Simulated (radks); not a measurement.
Task: These are the eigenvalues of the occupied orbitals of an atom or ion with whole-number occupations (eV). All-electron calculation, scalar-relativistic Kohn-Sham, exchange-only LDA, spin-polarised, spherical densities, point nucleus. Program: a radial shooting solver on a logarithmic mesh with Libxc functionals.

1s up: -48409.04
1s down: -48408.86
2s up: -8021.731
2s down: -8021.543
2p up: -7159.280
2p down: -7159.071
3s up: -1833.480
3s down: -1831.100
3p up: -1565.091
3p down: -1562.715
3d up: -1205.171
3d down: -1203.287
4s up: -433.6265
4s down: -428.2041
4p up: -344.9092
4p down: -339.4919
4d up: -221.1703
4d down: -215.7267
5s up: -120.3565
5s down: -115.2884
5p up: -95.8294
5p down: -91.2071
4f up: -86.3821

Which element is it, and in what charge state? The configuration may be excited. Open shells, if any, are filled with parallel spins first.

Result: Z = 63, europium, charge +6: Eu6+ in [Kr] 4d10 4f5 5s2 5p4. The list shows which subshells hold electrons but not how many an open one holds; the 1s level, -1779 hartree, gives Z - s = 59.6 by -(Z - s)^2/2, which with screening and relativity narrows Z to a few neighbours, and the depths of the outer levels then fix element, charge and occupations together.
